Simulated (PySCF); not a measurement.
Pb(Cl)2 cation (Cl2Pb), SMILES [Pb]([Cl])[Cl] (connectivity only; charge and spin as stated), charge +1, multiplicity 2. Coordinates come from a r2SCAN-D4/def2-TZVP optimisation. The multiplicity is an assumed one; other spin states were not compared. The isomer is the one that the SMILES or the coordinates give; other isomers of the formula were not compared. The def2 effective core potentials stand for the cores of Pb; spin–orbit coupling is left out.

The numbers are results of PySCF with r2SCAN-D4/def2-TZVP, not measurements.

Harmonic wavenumbers (cm⁻¹): 178, 223, 312. Rotational constants (GHz): 3.909, 2.062, 1.350; symmetry number 2.

Q: Work out the zero-point energy and the ideal-gas rigid-rotor harmonic-oscillator thermochemistry at 298.15 K and 1 atm.

A: ZPE = ½ Σ hcν = ½ × 714 cm⁻¹ = 1.02 kcal/mol. H − E(el) = 4.35 kcal/mol. Entropy in cal/(mol K): translation 42.77, rotation 26.40, vibration 5.63, spin 1.38, total 76.18. G − E(el) = -18.36 kcal/mol. Cp = 13.27 cal/(mol K).
